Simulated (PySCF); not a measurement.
A structure optimised at PBE-D3(BJ)/def2-SVP, used in a PySCF frequency run:

```xyz
12

C     -1.8795    -1.2299     0.1404
Si    -0.8053     0.1371    -0.5558
N     -1.4412     1.6765    -0.0704
N      0.8298    -0.1744    -0.0034
C      1.9723    -0.2890     0.3731
O      3.0909    -0.4094     0.7460
H     -1.8988    -1.1865     1.2488
H     -1.4851    -2.2241    -0.1496
H     -2.9197    -1.1383    -0.2306
H     -0.7378     0.1426    -2.0532
H     -1.0471     2.5242    -0.4870
H     -1.6412     1.8367     0.9208
```

Write its SMILES and formula.

C[Si@@H](N)N=C=O, C2H6N2OSi

What are its rotational constants (standard atomic weights)?

5.5750, 1.4515, 1.2402 GHz
